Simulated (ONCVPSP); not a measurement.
# PBE ONCV dataset for carbon (C), scalar-relativistic all-electron reference.

Input for ONCVPSP 4.0.1:

```
# ATOM AND REFERENCE CONFIGURATION
# atsym  z   nc   nv     iexc    psfile
  C 6.00    1    1        4      upf
#
#   n    l    f
    1    0    2.00
    2    0    2.00
#
# PSEUDOPOTENTIAL AND OPTIMIZATION
# lmax
    1
#
#   l,   rc,      ep,       ncon, nbas, qcut
    0    1.05    0.00    3    7    6.40
    1    0.95    0.15    5    8    7.80
#
# LOCAL POTENTIAL
# lloc, lpopt,  rc(5),   dvloc0
    4    1    0.75    2.00
#
# VANDERBILT-KLEINMAN-BYLANDER PROJECTORs
# l, nproj, debl
    0    1    3.80
    1    2    0.60
#
# MODEL CORE CHARGE
# icmod, fcfact, rcfact
    3    2.00    1.45
#
# LOG DERIVATIVE ANALYSIS
# epsh1, epsh2, depsh
   -3.00    5.00    0.02
#
# OUTPUT GRID
# rlmax, drl
    6.00    0.01
#
# TEST CONFIGURATIONS
# ncnf
    4
# nvcnf
#   n    l    f
    2
    2    0    2.00
    2    1    2.00
#
    2
    2    0    2.00
    2    1    1.00
#
    1
    2    0    1.00
#
    2
    2    0    1.00
    2    1    3.00
#
```

Command:

```bash
oncvpsp.x < C.dat > C.out
```

Output (shortened: citation, most of the input echo, consistency checks and plot data are left out):

```
ONCVPSP  (Optimized Norm-Conservinng Vanderbilt PSeudopotential)
scalar-relativistic version 4.0.1

#   n    l    f        energy (Ha)
    1    0    2.00    -1.1338750E+01
    2    0    2.00    -1.4838978E+00

Reference configufation results
  iterations    24
  all-electron total energy (Ha)   -3.64779494D+01

Begin loop to  construct optimized pseudo wave functions
and semi-local pseudopoentials for all angular momenta

Calculating optimized projector #   1

 for l=   0

    Fraction of norm inside rc  0.311455
    Optimizing pswf for qcut=   6.41 a_B^-1,  ecut=  20.55 Ha
    Residual kinetic energy error=  6.80D-04 Ha

    Energy error per electron        Cutoff
         Ha          eV             Ha
         0.01000     0.27211       12.98
         0.00100     0.02721       19.41
         0.00010     0.00272       72.40
         0.00001     0.00027      156.91

WARNING wellstate: moderately localized bound state found for n= 2 l=  1
WARNING scattering state with energy  0.05000000
WARNING will be used for the first projector

   Wellstate for l =  1  n =  3
     eigenvalue =   0.0500
     asymptotic potential =   0.5500
     half-point radius =  2.2735

   Wellstate for l =  1  n =  4
     eigenvalue =   0.6500
     asymptotic potential =   1.1500
     half-point radius =  3.9253

Calculating optimized projector #   1

 for l=   1

    Fraction of norm inside rc  0.086543
    Optimizing pswf for qcut=   7.80 a_B^-1,  ecut=  30.44 Ha
    Residual kinetic energy error=  4.23D-03 Ha

    Energy error per electron        Cutoff
         Ha          eV             Ha
         0.01000     0.27211       24.34
         0.00100     0.02721       70.53
         0.00010     0.00272      184.50
         0.00001     0.00027      219.03

Calculating optimized projector #   2

 for l=   1

    Fraction of norm inside rc  0.058228
    Optimizing pswf for qcut=   7.80 a_B^-1,  ecut=  30.44 Ha
    Residual kinetic energy error=  3.20D-03 Ha

    Energy error per electron        Cutoff
         Ha          eV             Ha
         0.01000     0.27211       23.13
         0.00100     0.02721       37.77
         0.00010     0.00272      200.87
         0.00001     0.00027      277.88

Construct Vanderbilt / Kleinmman-Bylander projectors

B matrix Hermiticity error, ll=   1
   1   2    1.1561E-05

  Orthonormal projector coefficients -1.4247E+02 -4.7826E+00

Model core correction analysis
  based on d2Exc/dn_idn_j

d2excae - all-electron derivatives

   -8.486053D-02

d2excps - pseudofunction derivatives with no core correction

   -8.753478D-02

rms 2nd derivative error    2.674251E-03

rmatch, rhocmatch    0.6067    1.6749

Teter function model core charge with specified parameters

d2excps - pseudofunction derivatives with core correction

   -8.541946D-02

rms 2nd derivative error    5.589244E-04

Pseudoatom total energy   -4.098367

Diagnostic tests using Vanderbilt-Kleinman-Bylander pseudopotentials
  1 or more projectors used as specified by nproj input data

   l    rcore       rmatch      e in        delta e   norm test  slope test

   0   1.0519859   1.0839265  -1.4838978   0.0000390   1.0000176   0.9991639

   1   0.9502639   0.9791160   0.0500000   0.0000076   1.0001231   1.0001231
   1   0.9502639   0.9791160   0.6500000   0.0000065   1.0001492   1.0001492

 Testing for bound ghosts
   n   l    E NL Schr. Eq   E Basis Diag.   E Cutoff

   1   0       -1.483859       -1.457688    112.65

   2   1       -1.167363       -1.107603    334.95

 Testing for highly-localized positive-energy ghosts
       l    <radius>/rc     E Basis Diag.   E Cutoff

       1        0.829775       12.558300    334.95  WARNING - GHOST(+)

       1        0.674449      111.455743    334.95  WARNING - GHOST(+)

Test configuration 0

   n   l     f        eae           eps        diff
   1   0  2.0000  -11.33875003
   2   0  2.0000   -1.48389780   -1.48385884    3.90D-05

    Total energies and differences
      AE_ref= -3.64779494D+01  AE_tst= -3.64779494D+01  dif=  0.00D+00
      PS_ref= -4.09836697D+00  PS_tst= -4.09836697D+00  dif=  5.33D-15
      PSP excitation error= -5.33D-15

Test configuration 1

   n   l     f        eae           eps        diff
   1   0  2.0000  -10.04653975
   2   0  2.0000   -0.50533470   -0.50483621    4.98D-04
   2   1  2.0000   -0.19423794   -0.19517580   -9.38D-04

    Total energies and differences
      AE_ref= -3.64779494D+01  AE_tst= -3.77648101D+01  dif= -1.29D+00
      PS_ref= -4.09836697D+00  PS_tst= -5.38869962D+00  dif= -1.29D+00
      PSP excitation error=  3.47D-03

Test configuration 2

   n   l     f        eae           eps        diff
   1   0  2.0000  -10.59828850
   2   0  2.0000   -0.94660504   -0.94716347   -5.58D-04
   2   1  1.0000   -0.62491307   -0.62713621   -2.22D-03

    Total energies and differences
      AE_ref= -3.64779494D+01  AE_tst= -3.73656641D+01  dif= -8.88D-01
      PS_ref= -4.09836697D+00  PS_tst= -4.98790812D+00  dif= -8.90D-01
      PSP excitation error=  1.83D-03

Test configuration 3

   n   l     f        eae           eps        diff
   1   0  2.0000  -12.19649715
   2   0  1.0000   -2.06185373   -2.05717919    4.67D-03

    Total energies and differences
      AE_ref= -3.64779494D+01  AE_tst= -3.47068548D+01  dif=  1.77D+00
      PS_ref= -4.09836697D+00  PS_tst= -2.32896857D+00  dif=  1.77D+00
      PSP excitation error=  1.70D-03

Test configuration 4

   n   l     f        eae           eps        diff
   1   0  2.0000  -10.08204617
   2   0  1.0000   -0.52188039   -0.52031425    1.57D-03
   2   1  3.0000   -0.20992004   -0.21052085   -6.01D-04

    Total energies and differences
      AE_ref= -3.64779494D+01  AE_tst= -3.74532557D+01  dif= -9.75D-01
      PS_ref= -4.09836697D+00  PS_tst= -5.07893924D+00  dif= -9.81D-01
      PSP excitation error=  5.27D-03
```

The run took about 1.8 s on one core of a shared server CPU.
